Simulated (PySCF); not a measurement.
**Polarisability and C₆ of Pt (platinum, neutral)**

[Xe] 4f14 5d9 6s1, high-spin 3D determinant. Computed with PySCF 2.14 in x2c-TZVPPall with one added diffuse shell each of s, p, d, f type (12s8p8d4f1g, 113 functions), with the spin-free X2C one-electron Hamiltonian (Gaussian nucleus). Coupled (time-dependent) response in atomic units; α is the mean over directions.

```csv
method,mean α (bohr³),"α xx, yy, zz",C₆ (like pair),S(−4)
PBE,38.95,"38.80, 38.80, 39.25",376.0,634.4
```

S(−4) is the Cauchy moment in α(ω) = α(0) + S(−4) ω² + …

Reference α: 48 ± 4 bohr³ (recommended; Schwerdtfeger and Nagle, table of static dipole polarizabilities (2023 update)). Published C₆: 470.0 (Gould and Bucko (2016)).

Spin-orbit coupling is absent.

α(iu) at PBE:

| u (hartree) | α(iu) (bohr³) |
| --- | --- |
| 0 | 38.95 |
| 0.0500 | 37.45 |
| 0.100 | 33.80 |
| 0.200 | 25.57 |
| 0.300 | 19.56 |
| 0.500 | 12.83 |
| 0.750 | 8.666 |
| 1.00 | 6.351 |
| 1.50 | 3.919 |
| 2.00 | 2.691 |
| 3.00 | 1.505 |
| 5.00 | 0.6683 |

A single London oscillator, α(iu) = α/(1 + u²/ω²), gives C₆ = (3/4) ω α². Matching the computed C₆ needs ω = 4 × 376.0 / (3 × 38.95²) = 0.330 hartree.

The components differ because the open shell of this determinant is not spherical; for a pure term their mean is the scalar polarisability.

Spin-orbit coupling, absent here, splits the open shell strongly.
